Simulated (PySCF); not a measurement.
C₈H₈SSi.
SMILES with atom numbers: `[CH:1]1=[CH:2][SiH2:3][C:4]([c:5]2[cH:6][cH:7][cH:8][s:9]2)=[CH:10]1`

NICS = −σ at a ghost point: NICS(0) at the centroid of the ring atoms, NICS(1) 1 Å to either side along the normal of their mean plane, zz for the tensor component along that normal. Level: GIAO PBE/pcSseg-1 (PySCF, non-relativistic, gas phase) on the PBE0-D3(BJ)/def2-SVP geometry, one conformer.

Rings: 1. C1–C2–Si3–C4–C10; 2. C5–C6–C7–C8–S9.

```csv
set,NICS(0),"NICS(1), two faces","NICS(1)zz, two faces"
P,1.1,-1.2 / -1.2,2.9 / 2.9
Q,-10.4,-9.6 / -9.6,-21.4 / -21.4
```

Problem. Which set (ppm) belongs to which ring?

Solution. P = 1, Q = 2.
- 1 (5-membered ring with Si; formal bonds 2 double, 3 single): mean NICS(1)zz 2.9 ppm, near zero. Si3 has four or more neighbours, so the value isn't read as a sign of a π ring current.
- 2 (5-membered ring with S; formal bonds all aromatic): mean NICS(1)zz -21.4 ppm, shielded. For a flat ring without four-coordinate atoms the NICS criterion counts such a value as aromatic.

Problem. How do the rings differ in shape?

Solution. 
| ring | bond lengths (Å) | rms pucker (Å) | HOMA | nearest outside atom to a NICS(1) probe (Å) |
| --- | --- | --- | --- | --- |
| 1 | 1.353, 1.867, 1.892, 1.361, 1.469 | 0.00 | – | hydrogen 2.40 |
| 2 | 1.383, 1.418, 1.372, 1.716, 1.741 | 0.00 | 0.83 | hydrogen 2.52 |

HOMA = 1 − mean of α(R − Ropt)² over the ring bonds, with Krygowski's 1993 parameters (CC: Ropt 1.388 Å, α 257.7 Å⁻²; CS: Ropt 1.677 Å, α 94.09 Å⁻²). A dash marks a ring with a four-coordinate atom, a triple bond, no multiple bond or a kind of bond without parameters.

Shape of the structure used: `[CH:1]1=[CH:2][SiH2:3][C:4]([c:5]2[cH:6][cH:7][cH:8][s:9]2)=[CH:10]1`: Si3–C4–C5–C6 1°.
